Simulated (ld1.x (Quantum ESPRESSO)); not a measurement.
**ruthenium (Ru): excitation energies, all-electron against RRKJ**

```
Element                 : ruthenium (Ru)
Generator               : ld1.x (Quantum ESPRESSO) 7.5
Type                    : norm-conserving RRKJ (Kleinman–Bylander form)
Functional              : LDA (PZ)
Relativity              : scalar-relativistic
Frozen core             : [Kr]
Valence charge          : 8
Reference configuration : 4d8 5s0 5p0
Partial waves           : 5p (bound, empty): rc 3.10 bohr; 4d (bound): rc 1.85 bohr; 5s (bound, empty): rc 2.15 bohr
Local potential         : the s channel
Core correction         : a·sin(br)/r model core, default radius (core density twice the valence density)
```

Energies are relative to the spin-unpolarised reference configuration 4d8 5s0 5p0; without spin polarisation the order of configurations can differ from experiment. Spin-polarised rows fill each open shell by Hund’s rule, majority spin first.

```
       valence configuration  charge  ΔE all-electron (eV)  error AE − PS (meV)
                 4d7 5s1 5p0       0                 0.267                  -62
                 4d6 5s0 5p0      +2                26.318                 -348
             4d7.5 5s0.5 5p0       0                -0.014                  -14
                 4d4 5s0 5p0      +4               101.879                -2425
                 4d6 5s1 5p0      +1                10.590                 -279
                 4d7 5s0 5p1       0                 3.852                  -76
4d7 5s1 5p0 (spin-polarised)       0                -1.382                 +7.6
```

(1) What are ΔE and the potential's error for 4d7 5s0 5p0?

(2) What are ΔE and the potential's error for 4d8 5s0 5p0 (spin-polarised)?

## Answers

(1) ΔE = 7.881 eV all-electron; the error (AE − PS) is -51 meV.

(2) ΔE = -0.492 eV all-electron; the error (AE − PS) is +22 meV.
